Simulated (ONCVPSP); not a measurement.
An all-electron radial function and its pseudo partner (nickel (Ni))

Columns: radius, all-electron u(r) and pseudo u(r) of the 3p shell (level -71.44 eV) of nickel in the configuration [Ne] 3s2 3p6 3d8 4s2; PW91, scalar-relativistic, ONCV scheme, ONCVPSP 4.0.1.

```json
{"r (bohr)": "0.080", "all-electron": "-0.5132", "pseudo": "0.0521"}
{"r (bohr)": "0.160", "all-electron": "-0.5956", "pseudo": "0.1979"}
{"r (bohr)": "0.240", "all-electron": "-0.2010", "pseudo": "0.4085"}
{"r (bohr)": "0.320", "all-electron": "0.3082", "pseudo": "0.6454"}
{"r (bohr)": "0.400", "all-electron": "0.7354", "pseudo": "0.8683"}
{"r (bohr)": "0.480", "all-electron": "1.0225", "pseudo": "1.0452"}
{"r (bohr)": "0.560", "all-electron": "1.1749", "pseudo": "1.1574"}
{"r (bohr)": "0.640", "all-electron": "1.2220", "pseudo": "1.2009"}
{"r (bohr)": "0.720", "all-electron": "1.1968", "pseudo": "1.1838"}
{"r (bohr)": "0.800", "all-electron": "1.1269", "pseudo": "1.1215"}
{"r (bohr)": "0.880", "all-electron": "1.0326", "pseudo": "1.0311"}
{"r (bohr)": "0.960", "all-electron": "0.9281", "pseudo": "0.9279"}
{"r (bohr)": "1.040", "all-electron": "0.8223", "pseudo": "0.8223"}
{"r (bohr)": "1.120", "all-electron": "0.7208", "pseudo": "0.7208"}
{"r (bohr)": "1.200", "all-electron": "0.6266", "pseudo": "0.6266"}
{"r (bohr)": "1.280", "all-electron": "0.5411", "pseudo": "0.5411"}
{"r (bohr)": "1.360", "all-electron": "0.4649", "pseudo": "0.4649"}
{"r (bohr)": "1.440", "all-electron": "0.3978", "pseudo": "0.3978"}
{"r (bohr)": "1.520", "all-electron": "0.3392", "pseudo": "0.3392"}
{"r (bohr)": "1.600", "all-electron": "0.2884", "pseudo": "0.2885"}
{"r (bohr)": "1.680", "all-electron": "0.2447", "pseudo": "0.2447"}
{"r (bohr)": "1.760", "all-electron": "0.2072", "pseudo": "0.2072"}
{"r (bohr)": "1.840", "all-electron": "0.1752", "pseudo": "0.1752"}
{"r (bohr)": "1.920", "all-electron": "0.1479", "pseudo": "0.1479"}
{"r (bohr)": "2.000", "all-electron": "0.1247", "pseudo": "0.1247"}
{"r (bohr)": "2.080", "all-electron": "0.1050", "pseudo": "0.1050"}
```

**Question.** How many radial nodes do the two functions have?

**Answer.** The all-electron 3p function has n − l − 1 = 1; the pseudo-wave has 0, since the states of the same l below it are removed with the core.

**Question.** At about which radius was the pseudo-wave matched?

**Answer.** 1.20 bohr. The columns agree to 0.0005 from 0.96 bohr on; several derivatives are matched, so the curves merge somewhat inside the radius.

**Question.** Is the pseudo-wave norm-conserving?

**Answer.** Yes: the ONCV scheme keeps the norm inside the radius equal to the all-electron one, which fixes the energy derivative of the logarithmic derivative at the level.
